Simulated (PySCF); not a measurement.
## Chlorine: a sound run and one with changed settings

Sound run: Cl²⁺ [Ne] 3s2 3p3, Cl³⁺ [Ne] 3s2 3p2. Calculation: PySCF 2.14, in x2c-TZVPall (5s5p2d1f, 37 functions); scalar relativity by spin-free X2C-1e. The sound run starts from symmetry-adapted Hartree-Fock orbitals and uses a fine grid where one is needed.

Changed run: initial guess minao, at most 50 SCF cycles, level shift 10.0 hartree.

```tsv
species	method	sound run (hartree)	changed run (hartree)	converged
Cl²⁺	UHF	-459.62612	-459.62612	no
Cl²⁺	MN15	-460.28173	-460.28172	no
Cl²⁺	TPSS	-460.23503	-460.23501	no
Cl³⁺	UHF	-458.19499	-458.19499	no
Cl³⁺	MN15	-458.82256	-458.82256	no
Cl³⁺	TPSS	-458.77807	-458.77806	no
```

A level shift slows the SCF but leaves a converged energy unchanged.
